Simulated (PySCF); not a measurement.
CAuO, SMILES [O+]#[C-]->[Au] (connectivity only; charge and spin as stated), neutral, multiplicity 2. Geometry: B3LYP-D3(BJ)/def2-TZVP. The multiplicity is an assumed one; other spin states were not compared. The isomer is the one that the SMILES or the coordinates give; other isomers of the formula were not compared. The def2 effective core potentials stand for the cores of Au; spin–orbit coupling is left out.

Level of theory: B3LYP-D3(BJ)/def2-TZVP (PySCF).

Harmonic wavenumbers (cm⁻¹): 229, 358, 2073. Rotational constants (GHz): 229.0, 2.961, 2.923; symmetry number 1.

**Question.** Work out the zero-point energy and the ideal-gas rigid-rotor harmonic-oscillator thermochemistry at 298.15 K and 1 atm.

**Answer.** ZPE = ½ Σ hcν = ½ × 2659 cm⁻¹ = 15.91 kJ/mol. H − E(el) = 28.11 kJ/mol. Entropy in J/(mol K): translation 176.29, rotation 94.60, vibration 12.64, spin 5.76, total 289.30. G − E(el) = -58.15 kJ/mol. Cp = 47.34 J/(mol K).
